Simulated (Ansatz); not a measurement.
A nudged elastic band was laid between two geometries of AlClFH3O (7 atoms, charge 0, multiplicity 1).

Method: Ansatz 0.2.0, RKS PBE0/def2-SVP.

```yaml
movable_images: 5
climbing_image: yes
spring: 5.0 eV/Å²
optimiser: quadratic models (default)
start_path: straight line
force_threshold: 0.05 eV/Å
iteration_limit: 60
end_points: relaxed
```

First end point:

```xyz
7
Properties=species:S:1:pos:R:3
Al -0.106 -0.131 0.017
H -0.122 -0.587 1.545
O 1.282 -0.232 -0.959
H 2.152 -0.538 -0.702
Cl -1.951 -0.061 -1.004
F -0.032 1.805 0.719
H -0.153 1.667 1.636
```

Last end point:

```xyz
7
Properties=species:S:1:pos:R:3
Al 0.074 0.552 -0.310
H -0.333 0.078 1.782
O 1.537 -0.286 -0.300
H 1.700 -1.159 -0.658
Cl -1.701 -0.295 -1.018
F 0.104 2.189 -0.032
H -0.312 0.845 1.788
```

Task: Which bonds break or form, and what moves?

Result: Bonds broken: Al1–H2, F6–H7. Bonds formed: H2–H7. AlClFH3O becomes AlClFHO + H2.

Task: What energy profile does the band end with?

Result: It converged. The highest image is number 2 of 0 to 6, 6.8 kJ/mol above the first end and 116.8 kJ/mol above the last; the last end lies 110.0 kJ/mol below the first. The profile has 2 maxima (images 2, 5) with wells between them (image 4): this band takes more than one step, which may be the mechanism or a detour left from its start path. Another band between the same ends (5 images) ends at a top of the same energy, where a vibrational analysis finds 1 clearly imaginary mode. The orbitals stay closed-shell, which can raise the energy where a bond breaks towards radicals; this wasn't checked here.

| image | path coordinate (Å) | energy (kJ/mol) | Al1–H2 (Å) | F6–H7 (Å) | H2–H7 (Å) |
| --- | --- | --- | --- | --- | --- |
| 0 | 0.00 | 0.0 | 1.59 | 0.94 | 2.26 |
| 1 | 0.41 | 1.5 | 1.62 | 0.95 | 1.73 |
| 2 | 0.83 | 6.8 | 1.68 | 1.06 | 1.23 |
| 3 | 1.48 | -87.2 | 2.01 | 1.73 | 0.80 |
| 4 | 2.14 | -109.9 | 2.19 | 2.43 | 0.77 |
| 5 | 2.79 | -101.1 | 2.20 | 2.32 | 0.77 |
| 6 | 3.44 | -110.0 | 2.18 | 2.30 | 0.77 |

Task: What is the geometry of the highest image?

Result: 
```xyz
7
Properties=species:S:1:pos:R:3:forces:R:3
Al -0.138 0.061 -0.046 0.00 0.00 0.00
H -0.199 -0.031 1.635 0.00 0.00 0.00
O 1.241 -0.484 -0.851 0.00 0.00 0.00
H 2.153 -0.526 -0.568 0.00 0.00 0.00
Cl -1.991 -0.125 -0.995 0.00 0.00 0.00
F 0.061 1.850 0.635 0.00 0.00 0.00
H -0.057 1.179 1.443 0.00 0.00 0.00
```

Time of the run: 4.6 min on 1 thread of Arm Neoverse V2 (shared host), peak memory 0.15 GiB.
